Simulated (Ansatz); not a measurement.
Two isomers of CH6AlNOSi: A = `[AlH2][O]/C=N\[SiH3]`, B = `C=[N][Al]([OH])[SiH3]`.

Computed with Ansatz on PBE0-D4/def2-TZVP structures; ΔE is electronic, products minus reactants. CCSD(T)/CBS adds triple-zeta CCSD(T) − MP2 to the extrapolated MP2 energy (def2 sets, frozen cores). DFT in def2-TZVPP. B3LYP here is the variant with VWN-RPA as its local correlation; programs differ in this. One conformer a species, not always the lowest.

A:

Z-matrix (Å, degrees):
```
Si
N 1 1.740
H 1 1.489 2 111.6
H 1 1.489 2 111.6 3 -121.9
H 1 1.483 2 107.7 3 119.1
C 2 1.252 1 123.7 3 60.9
O 6 1.344 2 125.2 1 0.0
H 6 1.098 2 120.9 1 -180.0
Al 7 1.717 6 133.5 2 -179.9
H 9 1.571 7 115.1 6 -179.9
H 9 1.578 7 117.5 6 0.1
```

B:

```xyz
11

C    -0.204   -1.649   -1.994
N    -0.390   -0.781   -1.123
Al   -0.576    0.423    0.134
O    -2.016    1.308    0.277
Si    1.242    0.837    1.695
H    -0.457   -2.710   -1.838
H     0.226   -1.416   -2.981
H    -2.771    1.200   -0.299
H     0.829    0.564    3.100
H     2.415   -0.031    1.393
H     1.702    2.254    1.635
```

Which is lower in electronic energy at CCSD(T)/CBS, and by how much? (Best estimate.)

Computed: B, by 15.1 kcal/mol.

Give E(B) − E(A) in kcal/mol with ωB97M-V, CCSD/def2-TZVPP, B3LYP, CCSD(T)/def2-TZVPP, PBE0-D4, r2SCAN-D4, B2PLYP. (Estimate.)

The calculation gave: ωB97M-V -11.9, CCSD/def2-TZVPP -14.5, B3LYP -13.9, CCSD(T)/def2-TZVPP -14.4, PBE0-D4 -14.8, r2SCAN-D4 -13.7, B2PLYP -13.4. None reverses the order clearly.

Largest T1 diagnostic: 0.015.

In def2-TZVPP, CCSD(T) changes the Hartree–Fock value by −4.6 kcal/mol (the triples alone add +0.1 kcal/mol) and MP2 by −3.3 kcal/mol. The D4 term adds +0.9 kcal/mol with B3LYP and +0.4 kcal/mol with PBE0; it sums over pairs of atoms, weighted by their polarisabilities, and B3LYP, whose exchange is more repulsive, gets the larger term.
